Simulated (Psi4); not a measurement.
A dimer, CH3F ··· BF3 (SMILES CF and FB(F)F), singlet; the first 5 atoms form monomer A.

```
9

C     -0.0635     0.0064    -0.0198
F      1.2565    -0.1277     0.3924
H     -0.6998     0.0951     0.8616
H     -0.3432    -0.8756    -0.5973
H     -0.1500     0.9018    -0.6368
F     -3.3230    -0.6834     3.9850
B     -2.1583    -0.8206     3.3880
F     -1.2637     0.1409     3.4654
F     -1.8882    -1.9179     2.7138
```

What interaction energy does SAPT0/jun-cc-pVDZ, frozen core (Psi4) give, and which attractive term is the largest?

Total 2.15 kJ/mol: electrostatics 1.21, exchange 3.26, induction -0.30, dispersion -2.02. The most attractive term is dispersion.
